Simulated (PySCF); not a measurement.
Highest orbital energy against ionisation energy along the second row

Calculated with PySCF 2.14, no spin-orbit coupling. Each cell gives −ε(HOMO) / ΔSCF in eV; NIST values include spin-orbit coupling, (s) semi-empirical, (t) theoretical.

```json
{"species": "B(2+) (def2-QZVPPD, non-relativistic)", "UHF": "37.823 / 37.819", "LDA": "32.359 / 37.899", "PBE": "32.656 / 38.290", "PBE0": "34.055 / 38.231", "r2SCAN": "32.910 / 37.862", "NIST (lowest levels)": "37.931"}
{"species": "C(2+) (def2-QZVPPD, non-relativistic)", "UHF": "46.098 / 45.778", "LDA": "40.157 / 46.948", "PBE": "40.362 / 47.107", "PBE0": "42.038 / 47.042", "r2SCAN": "40.669 / 46.621", "NIST (lowest levels)": "47.888"}
{"species": "N(2+) (def2-QZVPPD, non-relativistic)", "UHF": "48.040 / 47.301", "LDA": "38.584 / 47.873", "PBE": "38.836 / 48.027", "PBE0": "41.264 / 48.010", "r2SCAN": "39.792 / 48.234", "NIST (lowest levels)": "47.445 (s)"}
{"species": "O(2+) (def2-QZVPPD, non-relativistic)", "UHF": "55.800 / 54.615", "LDA": "44.991 / 55.425", "PBE": "45.068 / 55.276", "PBE0": "47.904 / 55.310", "r2SCAN": "46.133 / 55.607", "NIST (lowest levels)": "54.936 (s)"}
{"species": "F(2+) (def2-QZVPPD, non-relativistic)", "UHF": "63.892 / 62.261", "LDA": "51.613 / 63.188", "PBE": "51.574 / 62.859", "PBE0": "54.828 / 62.938", "r2SCAN": "52.814 / 63.170", "NIST (lowest levels)": "62.708 (s)"}
{"species": "Ne(2+) (def2-QZVPPD, non-relativistic)", "UHF": "64.144 / 61.845", "LDA": "52.157 / 63.641", "PBE": "52.562 / 63.892", "PBE0": "55.765 / 63.744", "r2SCAN": "53.416 / 63.621", "NIST (lowest levels)": "63.423"}
```

**Question.** How far is −ε(HOMO) from ΔSCF on average for each method, and why?

**Answer.** UHF 1.03 eV; LDA -9.19 eV; PBE -9.07 eV; PBE0 -6.57 eV; r2SCAN -8.23 eV. Hartree-Fock orbital energies lack relaxation and so exceed the ΔSCF value; semilocal functionals have convex E(N) from self-interaction, so their HOMO lies far too high; exact exchange moves hybrids part of the way back.
